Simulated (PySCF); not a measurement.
PySCF 2.14 output of a UHF calculation on a single atom or ion in cc-pVTZ, with the non-relativistic Hamiltonian (point nucleus):

```
SCF conv_tol = 1e-09
number electrons alpha = 13  beta = 9
cycle= 1 E= -942.674650406529  delta_E= -0.00408  |g|= 0.0231  |ddm|= 0.0364
cycle= 2 E= -942.674779418256  delta_E= -0.000129  |g|= 0.00492  |ddm|= 0.00941
cycle= 3 E= -942.674786866429  delta_E= -7.45e-06  |g|= 0.000767  |ddm|= 0.0127
cycle= 4 E= -942.67478743014  delta_E= -5.64e-07  |g|= 0.000417  |ddm|= 0.00488
cycle= 5 E= -942.674787900974  delta_E= -4.71e-07  |g|= 0.000292  |ddm|= 0.00205
cycle= 6 E= -942.674788775675  delta_E= -8.75e-07  |g|= 0.000226  |ddm|= 0.00295
cycle= 7 E= -942.674789910919  delta_E= -1.14e-06  |g|= 4.84e-05  |ddm|= 0.00809
cycle= 8 E= -942.67478992572  delta_E= -1.48e-08  |g|= 1.03e-05  |ddm|= 0.000911
cycle= 9 E= -942.674789926025  delta_E= -3.06e-10  |g|= 2.71e-06  |ddm|= 0.000119
converged SCF energy = -942.674789926025  <S^2> = 6.0011511  2S+1 = 5.0004604
```

The run itself started from symmetry-adapted Hartree-Fock orbitals and held the occupation by maximum overlap, so the iterations belong to that start.

Task: Which element, charge and spin multiplicity is this?

Result: V⁺ (vanadium, charge +1), multiplicity 5; the state was [Ar] 3d4, high-spin 5D determinant.
